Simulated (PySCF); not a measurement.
Species: C4H11As.
InChI=1S/C4H11As/c1-4(2)3-5/h4H,3,5H2,1-2H3

Method: TDDFT CAM-B3LYP/def2-SVPD, vertical, gas phase, core orbitals frozen in the response (PySCF 2.14.0, density-fitted response routines). The structure is a single PBE0-D3(BJ)/def2-SVP conformer in the gas phase; no vibrational or solvent corrections. The CAM-B3LYP/def2-SVPD calculation is non-relativistic and has no spin–orbit coupling, an omission that weighs most on arsenic. Torsions of this conformer, `[CH3:1][CH:2]([CH3:3])[CH2:4][AsH2:5]`: C1–C2–C4–As5 176°, H–As5–C4–C2 -162°, H–As5–C4–C2 -70°.

Broadening: Gaussians 0.4 eV wide at half height, area fixed by f = 4.319×10⁻⁹ ∫ε dν̃. The width is an assumption, not a result. The curve ends short of the highest state used, and states not computed would add to its high-energy end.

(E (eV), ε (L mol⁻¹ cm⁻¹)): (5.70, 10), (5.73, 18), (5.77, 39), (5.80, 67), (5.83, 110), (5.87, 206), (5.90, 317), (5.93, 473), (5.97, 769), (6.00, 1067), (6.04, 1574), (6.07, 2032), (6.10, 2543), (6.14, 3271), (6.17, 3814), (6.20, 4318), (6.24, 4871), (6.27, 5167), (6.30, 5349), (6.34, 5427), (6.37, 5399), (6.40, 5343), (6.44, 5320), (6.47, 5413), (6.50, 5654), (6.54, 6259), (6.57, 6938), (6.61, 8103), (6.64, 9114), (6.67, 10165), (6.71, 11490), (6.74, 12316), (6.77, 12912), (6.81, 13250), (6.84, 13118), (6.87, 12655), (6.91, 11573), (6.94, 10486), (6.97, 9242), (7.01, 7479), (7.04, 6174), (7.07, 4952), (7.11, 3529), (7.14, 2645), (7.18, 1721), (7.21, 1204), (7.24, 819), (7.28, 468), (7.31, 300), (7.34, 190), (7.38, 108), (7.41, 82), (7.44, 78), (7.48, 101), (7.51, 141), (7.54, 200)

Question: Locate the maxima and give the states behind the curve.

Answer: 196 nm (6.34 eV), ε about 5400, made up of S1 (91%) (hardly more than a shoulder); 182 nm (6.81 eV), ε about 13000, made up of S2 (33%) and S3 (67%) (ε in L mol⁻¹ cm⁻¹; maxima over ε = 5, shares over 10%). At its high-energy end, 7.54 eV, the curve is still rising (ε about 200, from S4). The states used: S1 6.30 eV (f 0.075); S2 6.72 eV (f 0.074); S3 6.86 eV (f 0.137); S4 7.89 eV (f 0.023); S5 8.05 eV (f 0.0022); S6 8.14 eV (f 0.025).

Question: What would ε be at 6.81 eV, the highest of these maxima, with half the width (0.2 eV)?

Answer: About 21200 L mol⁻¹ cm⁻¹ against 13300, a factor of about 1.6; a lone state at its own centre would give exactly 2.

Question: Coming from long wavelengths, where does ε first pass 100 L mol⁻¹ cm⁻¹?

Answer: At about 213 nm (5.82 eV), 0.48 eV below S1.

Question: On this curve, what absorbance would a 10⁻⁵ mol/L sample give at 193 nm over a 1 cm path?

Answer: 193 nm is 6.424 eV, where ε is about 5300 L mol⁻¹ cm⁻¹, so A = ε c l ≈ 0.053 (Beer–Lambert, with the gas-phase spectrum and the assumed width).

Hardware: one thread, Arm Neoverse N1 (shared host). Cost: 64 s of wall time.
